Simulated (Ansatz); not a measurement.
Total energies of CH8AlBOSi (`CB(O)[SiH2][AlH2]`).

Z-matrix (Å, degrees):
```
C
B 1 1.565
H 1 1.093 2 112.6
H 1 1.095 2 112.1 3 -123.5
H 1 1.097 2 109.2 3 120.1
O 2 1.360 1 117.6 3 -8.7
Si 2 2.042 1 121.8 3 169.8
H 6 0.960 2 114.1 1 -177.6
Al 7 2.449 2 109.0 1 -77.9
H 7 1.498 2 110.3 1 160.9
H 7 1.494 2 110.2 1 42.1
H 9 1.591 7 120.2 2 80.2
H 9 1.591 7 121.3 2 -96.6
```

The species carries charge 0 and has multiplicity 1. The structure was optimised at the PBE0-D4/def2-TZVP level. It is one conformer, not always the lowest. Basis def2-TZVPP, the Gaussian-basis code of Ansatz.

RPA on PBE orbitals: Hartree–Fock energy of these orbitals -672.96808 Eh, correlation -1.27703 Eh (frozen core).

```csv
functional,energy without D4 (Eh),D4 term (kJ/mol)
LDA (SPW92),-671.55993,–
PBE,-674.54191,-25.7
revPBE,-674.86018,-71.3
BLYP,-674.95909,-54.8
r2SCAN,-674.88173,-6.6
B97M-V,-674.88507,–
PBE0,-674.61183,-22.1
B3LYP,-675.07633,-41.3
r2SCANh,-674.87194,-7.1
r2SCAN0,-674.85845,-7.8
HSE06 (plane-wave form),-674.59079,-20.8
BHLYP,-674.94335,-33.5
CAM-B3LYP,-674.96049,-22.7
LC-ωPBE,-674.75445,–
ωB97X-V,-674.89063,–
ωB97M-V,-674.90442,–
B2PLYP,-674.66012,–
PBE-QIDH,-674.41622,–
```

B3LYP takes the VWN-RPA correlation (the form of Gaussian; ORCA's B3LYP/G). HSE06 is the plane-wave form, built on full-range PBE exchange. The double hybrids freeze the cores in their second-order part.

LC-ωPBE has ω = 0.4 bohr⁻¹.
